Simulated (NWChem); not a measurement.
C$_{3}$H$_{9}$In; SMILES [CH3][In]([CH3])[CH3]

No frequency run checked for a minimum. def2 effective core potentials on In; no spin-orbit coupling.

Give the equilibrium geometry at PBE0/def2-SVP with def2 effective core potentials on In (NWChem) as an XYZ file, with the point group.

point group C1; any orientation.
```
13

In     0.0004    -0.0027    -0.0005
C      0.0325     2.1728    -0.0028
H     -0.3996     2.5528     0.9369
H     -0.5841     2.5624    -0.8279
H      1.0521     2.5714    -0.1040
C     -1.9002    -1.0620     0.0050
H     -1.8993    -1.8517     0.7722
H     -2.0520    -1.5519    -0.9705
H     -2.7488    -0.3877     0.1890
C      1.8680    -1.1191    -0.0032
H      1.7020    -2.2022    -0.0920
H      2.4192    -0.9257     0.9310
H      2.5087    -0.7890    -0.8359
```
